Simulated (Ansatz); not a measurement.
`C[O][Ga]([Cl])[Cl]` from Hartree–Fock to CCSD(T)

```tsv
atom	x (Å)	y (Å)	z (Å)
C1	0.678	-0.892	0.687
O2	-0.183	0.224	0.780
Ga3	-0.822	1.076	-0.618
Cl4	-0.311	0.453	-2.583
Cl5	-2.101	2.725	-0.304
H6	1.610	-0.671	1.216
H7	0.205	-1.754	1.165
H8	0.924	-1.162	-0.345
```

The species carries charge 0 and has multiplicity 1. Correlated methods include outer-core shells of Ga, which these sets cover unevenly. Scalar relativity is left out up to krypton. Geometry: relaxed with PBE0-D4/def2-TZVP. It is one conformer, not always the lowest. Frozen core, restricted reference, Ansatz.

```tsv
basis	HF (Eh)	MP2 corr.
def2-SVP	-2956.23885	-0.79514
def2-TZVPP	-2956.94066	-1.00168
def2-QZVPP	-2957.01174	-1.31790
```

Problem. Estimate the CCSD correlation energy and the (T) correction in each basis where they were run (hartree).

Solution. 
| basis | CCSD corr. | (T) |
| --- | --- | --- |
| def2-SVP | -0.82526 | -0.02197 |
| def2-TZVPP | -1.03778 | -0.04314 |
